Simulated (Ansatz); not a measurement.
One change: `[SiH3]O[SiH](Br)O[SiH3]` becomes `CO[SiH](Br)O[SiH3]`.

Ansatz, PBE0-D4/def2-TZVP geometries, multiplicity 1. Each molecule was computed in one conformer, which needn't be the lowest.

Scalar relativity is left out up to krypton.

```tsv
property	`[SiH3]O[SiH](Br)O[SiH3]`
HOMO–LUMO gap (PBE0/def2-TZVPP) / eV	8.46
LUMO energy (ωB97M-V/def2-TZVPP) / eV	1.47
LUMO energy (B3LYP/def2-TZVPP) / eV	-0.38
HOMO–LUMO gap (ωB97M-V/def2-TZVPP) / eV	12.37
size of the dipole moment (ωB97M-V/def2-TZVPP) / D	0.96
LUMO energy (PBE/def2-TZVPP) / eV	-1.04
```

Q: Give the same properties after the change, and the shifts. (Best estimate.)

A: The calculation gave: 
| property | `CO[SiH](Br)O[SiH3]` | shift |
| --- | --- | --- |
| HOMO–LUMO gap (PBE0/def2-TZVPP) / eV | 8.63 | 0.17 |
| LUMO energy (ωB97M-V/def2-TZVPP) / eV | 1.80 | 0.33 |
| LUMO energy (B3LYP/def2-TZVPP) / eV | -0.10 | 0.28 |
| HOMO–LUMO gap (ωB97M-V/def2-TZVPP) / eV | 12.59 | 0.22 |
| size of the dipole moment (ωB97M-V/def2-TZVPP) / D | 1.30 | 0.34 |
| LUMO energy (PBE/def2-TZVPP) / eV | -0.79 | 0.25 |

With PBE0 the HOMO rises by 0.11 eV and the LUMO rises by 0.28 eV, so the gap widens by about 0.17 eV. PBE moves the HOMO by 0.18 eV and ωB97M-V by 0.12 eV. Dipoles are sizes alone; their direction can turn.

B3LYP here is the variant with VWN-RPA as its local correlation; programs differ in this.

Spin–orbit coupling is left out; it splits and shifts lone-pair levels of the heavy atoms by tenths of an eV.
